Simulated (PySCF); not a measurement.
## H₂CO + Br₂ → CO + 2 HBr

Level: PBE in the def2-TZVP basis family, all electrons, no relativity, computed in PySCF with density fitting; open shells unrestricted.

```
species                                                           state and structure  ZPE (kJ/mol)  H(298 K) − H(0) (kJ/mol)  S° (J/(mol K))
   H₂CO  singlet, C2v, C–H 1.119 Å (×2), C–O 1.208 Å; H–C–H 115.8°, H–C–O 122.1° (×2)          67.3                      10.0           218.9
    Br₂                                                   singlet, D∞h, Br–Br 2.311 Å           1.9                       9.7           245.5
     CO                                                     singlet, C∞v, C–O 1.136 Å          12.7                       8.7           197.7
    HBr                                                    singlet, C∞v, H–Br 1.433 Å          15.4                       8.7           198.6
```

Task: Is the gas-phase reaction uphill or downhill in electronic energy at this level, and by how much?

Result: At PBE/def2-TZVP, ΔE = -46.5 kJ/mol, downhill. 

Task: Add zero-point, thermal and entropy terms for 298.15 K and 1 bar.

Result: ΔZPE = -25.7 and Δ[H(298) − H(0)] = 6.4 kJ/mol give ΔH° = -65.8 kJ/mol. ΔS° = 130.5 J/(mol K), so ΔG° = -65.8 − 298.15 × (0.1305) = -105 kJ/mol and log₁₀K = 18.3.

Each species is the lowest minimum found with this bonding; other isomers or fragments can lie lower.
